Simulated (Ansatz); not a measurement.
`[SiH3]OC1[SiH2]S1` → `OC1([SiH3])[SiH2]S1`  (isomerisation)

Calculated with Ansatz (gas phase, PBE0-D4/def2-TZVP geometries, no zero-point term in ΔE). CCSD(T)/CBS adds triple-zeta CCSD(T) − MP2 to the extrapolated MP2 energy (def2 sets, frozen cores). DFT in def2-TZVPP. B3LYP here is the variant with VWN-RPA as its local correlation; programs differ in this. One conformer a species, not always the lowest.

| level | ΔE (kcal/mol) | difference from CCSD(T)/CBS |
| --- | --- | --- |
| PBE-D4 | 15.9 | -3.1 |
| r2SCAN-D4 | 18.4 | -0.6 |
| PBE0-D4 | 17.4 | -1.6 |
| B3LYP-D4 | 19.6 | 0.6 |
| ωB97X-V | 19.7 | 0.7 |
| ωB97M-V | 19.3 | 0.3 |
| B2PLYP | 20.3 | 1.3 |
| PBE | 16.4 | -2.6 |
| r2SCAN | 18.5 | -0.5 |
| PBE0 | 17.9 | -1.1 |
| B3LYP | 20.5 | 1.5 |
| HF/def2-TZVPP | 24.7 | 5.7 |
| MP2/def2-TZVPP | 19.3 | 0.3 |
| SCS-MP2/def2-TZVPP | 20.5 | 1.5 |
| CCSD/def2-TZVPP | 20.4 | 1.4 |
| CCSD(T)/def2-TZVPP | 19.4 | 0.4 |
| HF/def2-QZVPP | 25.0 | 6.0 |
| MP2/def2-QZVPP | 19.2 | 0.2 |
| SCS-MP2/def2-QZVPP | 20.4 | 1.4 |
| HF/CBS(def2) | 25.1 | 6.1 |
| MP2/CBS(def2) | 18.9 | -0.1 |
| CCSD/CBS(def2) | 20.0 | 1.0 |
| CCSD(T)/CBS | 19.0 | 0 |

Largest T1 diagnostic among the species: 0.014.

In def2-TZVPP, CCSD(T) changes the Hartree–Fock value by −5.3 kcal/mol (the triples alone add −1.1 kcal/mol) and MP2 by −5.3 kcal/mol. From PBE to PBE0 (25 % exact exchange), in def2-TZVPP and without D4, ΔE moves by +1.4 kcal/mol. The D4 term adds −0.9 kcal/mol with B3LYP and −0.4 kcal/mol with PBE0; it sums over pairs of atoms, weighted by their polarisabilities, and B3LYP, whose exchange is more repulsive, gets the larger term.
